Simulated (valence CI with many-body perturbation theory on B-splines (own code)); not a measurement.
# E1 transitions of Bi⁷⁶⁺

Calculated by relativistic CI+MBPT: five valence electrons over a frozen Dirac-Fock core [He], radial functions for each j: 9 s, 9 p, 8 d, 6 f, 3 g, 1 h, with the one-electron correlation potential Σ1 (screened to all orders), the two-electron term Σ2, the three-electron term Σ3, Breit, model QED; selected single and double excitations, second order for the rest (own B-spline code, finite nucleus).

The last digits are not significant, and no measured levels were compared; by estimate large intervals hold to a few tenths of a per cent, small ones and those within an open d or f shell to about a per cent. Among the levels kept, up to 1200 cm⁻¹ of a level comes from second order outside the variational space, and about a tenth of that is noise between levels of different J, which matters for small intervals.

Lines 201 to 250 of 268 in falling wavelength, among levels below 15022 eV, chosen from the strongest by gf and those to the six lowest levels. Wavelengths and rates use the calculated energies. Electric multipoles are in the length gauge, E1 and E2 with the static RPA response of the core. Weak lines are less certain than strong ones. Lines between different terms over intervals too small for the method are left out, as are lines whose strength nearly cancels. The highest levels of a list are the least certain.

Levels are named by their leading jj configuration (3d3/2^4 stands for four electrons in 3d with j = 3/2), which in mixed levels can hold well under half, so a name can repeat and another be missing. Letters in brackets count levels of one name in rising energy.

```csv
λ vac (Å),Upper,Lower,A (s⁻¹),S (a.u.)
1.028,(2s^2 2p1/2 2p3/2 3d3/2) J=5/2 [b],(2s^2 2p1/2 2p3/2^2) J=5/2,3.65e+13,1.17e-04
1.028,(2s^2 2p1/2 2p3/2 3d3/2) J=3/2 [b],(2s^2 2p1/2 2p3/2^2) J=5/2,3.47e+14,7.42e-04
1.027,(2s 2p1/2^2 2p3/2 3d5/2) J=5/2,(2s 2p1/2^2 2p3/2^2) J=3/2,2.76e+14,8.85e-04
1.026,(2s^2 2p1/2 2p3/2 3d3/2) J=5/2 [b],(2s^2 2p1/2 2p3/2^2) J=3/2,7.70e+13,2.46e-04
1.026,(2s 2p1/2^2 2p3/2 3d5/2) J=3/2,(2s 2p1/2^2 2p3/2^2) J=3/2,9.58e+14,2.04e-03
1.026,(2s 2p1/2^2 2p3/2 3d5/2) J=3/2,(2s 2p1/2^2 2p3/2^2) J=1/2,8.60e+14,1.83e-03
1.026,(2s^2 2p1/2 2p3/2 3d3/2) J=3/2 [b],(2s^2 2p1/2 2p3/2^2) J=3/2,1.45e+13,3.09e-05
1.025,(2s^2 2p1/2 2p3/2 3d3/2) J=1/2 [b],(2s^2 2p1/2 2p3/2^2) J=3/2,2.13e+14,2.26e-04
1.024,(2s 2p1/2^2 2p3/2 3d3/2) J=3/2 [b],(2s 2p1/2^2 2p3/2^2) J=5/2,9.38e+13,1.99e-04
1.024,(2s 2p1/2^2 2p3/2 3d3/2) J=5/2 [b],(2s 2p1/2^2 2p3/2^2) J=5/2,6.97e+13,2.21e-04
1.020,(2s^2 2p1/2 2p3/2 3d5/2) J=3/2 [a],(2s^2 2p1/2 2p3/2^2) J=1/2,9.74e+13,2.04e-04
1.017,(2s^2 2p1/2 2p3/2 3d5/2) J=3/2 [b],(2s^2 2p1/2 2p3/2^2) J=1/2,2.27e+15,4.72e-03
1.017,(2s^2 2p1/2 2p3/2 3d5/2) J=7/2 [a],(2s^2 2p1/2 2p3/2^2) J=5/2,4.47e+13,1.86e-04
1.017,(2s^2 2p1/2 2p3/2 3d5/2) J=1/2,(2s^2 2p1/2 2p3/2^2) J=1/2,2.44e+15,2.54e-03
1.017,(2s 2p1/2^2 2p3/2 3d5/2) J=5/2,(2s 2p1/2^2 2p3/2^2) J=5/2,1.78e+15,5.55e-03
1.016,(2s 2p1/2^2 2p3/2 3d5/2) J=7/2,(2s 2p1/2^2 2p3/2^2) J=5/2,3.23e+15,1.34e-02
1.015,(2s^2 2p1/2^2 3d5/2) J=5/2,(2s^2 2p1/2^2 2p3/2) J=3/2,2.36e+15,7.33e-03
1.015,(2s 2p1/2^2 2p3/2 3d5/2) J=3/2,(2s 2p1/2^2 2p3/2^2) J=5/2,2.88e+14,5.94e-04
1.015,(2s^2 2p1/2 2p3/2 3d5/2) J=3/2 [a],(2s^2 2p1/2 2p3/2^2) J=5/2,1.10e+14,2.27e-04
1.015,(2s^2 2p1/2 2p3/2 3d5/2) J=5/2 [a],(2s^2 2p1/2 2p3/2^2) J=5/2,7.28e+14,2.25e-03
1.014,(2s 2p1/2^2 2p3/2 3p3/2) J=3/2 [a],(2s^2 2p1/2 2p3/2^2) J=1/2,2.32e+13,4.78e-05
1.013,(2s^2 2p1/2 2p3/2 3d5/2) J=5/2 [b],(2s^2 2p1/2 2p3/2^2) J=5/2,1.15e+15,3.56e-03
1.013,(2s^2 2p1/2 2p3/2 3d5/2) J=3/2 [a],(2s^2 2p1/2 2p3/2^2) J=3/2,1.57e+15,3.23e-03
1.013,(2s^2 2p1/2 2p3/2 3d5/2) J=5/2 [a],(2s^2 2p1/2 2p3/2^2) J=3/2,1.53e+15,4.72e-03
1.013,(2s^2 2p1/2 2p3/2 3d5/2) J=7/2 [b],(2s^2 2p1/2 2p3/2^2) J=5/2,3.79e+15,1.55e-02
1.012,(2s^2 2p1/2 2p3/2 3d5/2) J=3/2 [b],(2s^2 2p1/2 2p3/2^2) J=5/2,2.68e+14,5.48e-04
1.012,(2s 2p1/2^2 2p3/2 3p3/2) J=1/2 [a],(2s^2 2p1/2 2p3/2^2) J=1/2,5.38e+11,5.50e-07
1.012,(2s^2 2p1/2 2p3/2 3d5/2) J=5/2 [b],(2s^2 2p1/2 2p3/2^2) J=3/2,2.23e+15,6.85e-03
1.010,(2s^2 2p1/2 2p3/2 3d5/2) J=3/2 [b],(2s^2 2p1/2 2p3/2^2) J=3/2,8.79e+12,1.79e-05
1.010,(2s^2 2p1/2 2p3/2 3d5/2) J=1/2,(2s^2 2p1/2 2p3/2^2) J=3/2,2.19e+14,2.22e-04
1.010,(2s 2p1/2^2 2p3/2 3p3/2) J=7/2,(2s^2 2p1/2 2p3/2^2) J=5/2,4.37e+13,1.77e-04
1.009,(2s 2p1/2^2 2p3/2 3p3/2) J=3/2 [a],(2s^2 2p1/2 2p3/2^2) J=5/2,6.71e+12,1.36e-05
1.007,(2s 2p1/2^2 2p3/2 3p3/2) J=5/2 [a],(2s^2 2p1/2 2p3/2^2) J=5/2,1.20e+13,3.62e-05
1.007,(2s 2p1/2^2 2p3/2 3p3/2) J=3/2 [a],(2s^2 2p1/2 2p3/2^2) J=3/2,1.74e+13,3.51e-05
1.005,(2s 2p1/2^2 2p3/2 3p3/2) J=5/2 [a],(2s^2 2p1/2 2p3/2^2) J=3/2,4.33e+13,1.30e-04
1.005,(2s 2p1/2^2 2p3/2 3p3/2) J=1/2 [a],(2s^2 2p1/2 2p3/2^2) J=3/2,4.68e+10,4.68e-08
1.004,(2s 2p1/2^2 2p3/2 3p3/2) J=3/2 [b],(2s^2 2p1/2 2p3/2^2) J=1/2,2.31e+12,4.61e-06
1.004,(2s 2p1/2^2 2p3/2 3p3/2) J=1/2 [b],(2s^2 2p1/2 2p3/2^2) J=1/2,1.95e+13,1.94e-05
1.001,(2s 2p1/2^2 2p3/2 3p3/2) J=5/2 [b],(2s^2 2p1/2 2p3/2^2) J=5/2,3.06e+12,9.08e-06
0.9988,(2s 2p1/2^2 2p3/2 3p3/2) J=3/2 [b],(2s^2 2p1/2 2p3/2^2) J=5/2,1.24e+12,2.43e-06
0.9987,(2s 2p1/2^2 2p3/2 3p3/2) J=5/2 [b],(2s^2 2p1/2 2p3/2^2) J=3/2,1.32e+13,3.89e-05
0.9970,(2s 2p1/2^2 2p3/2 3p3/2) J=3/2 [b],(2s^2 2p1/2 2p3/2^2) J=3/2,5.04e+12,9.87e-06
0.9965,(2s 2p1/2^2 2p3/2 3p3/2) J=1/2 [b],(2s^2 2p1/2 2p3/2^2) J=3/2,2.49e+12,2.43e-06
0.9197,(2s^2 2p1/2 2p3/2 3s) J=3/2 [a],(2s^2 2p1/2^2 2p3/2) J=3/2,4.24e+13,6.51e-05
0.9189,(2s^2 2p1/2 2p3/2 3s) J=1/2,(2s^2 2p1/2^2 2p3/2) J=3/2,7.79e+13,5.97e-05
0.9183,(2s^2 2p1/2 2p3/2 3s) J=5/2,(2s^2 2p1/2^2 2p3/2) J=3/2,7.78e+13,1.78e-04
0.9178,(2s^2 2p1/2 2p3/2 3s) J=3/2 [b],(2s^2 2p1/2^2 2p3/2) J=3/2,4.63e+13,7.07e-05
0.8862,(2s 2p1/2^2 2p3/2 3p1/2) J=5/2,(2s^2 2p1/2^2 2p3/2) J=3/2,8.42e+14,1.74e-03
0.8862,(2s 2p1/2^2 2p3/2 3p1/2) J=3/2 [a],(2s^2 2p1/2^2 2p3/2) J=3/2,3.26e+14,4.48e-04
0.8798,(2s 2p1/2^2 2p3/2 3p1/2) J=1/2,(2s^2 2p1/2^2 2p3/2) J=3/2,8.51e+14,5.72e-04
```
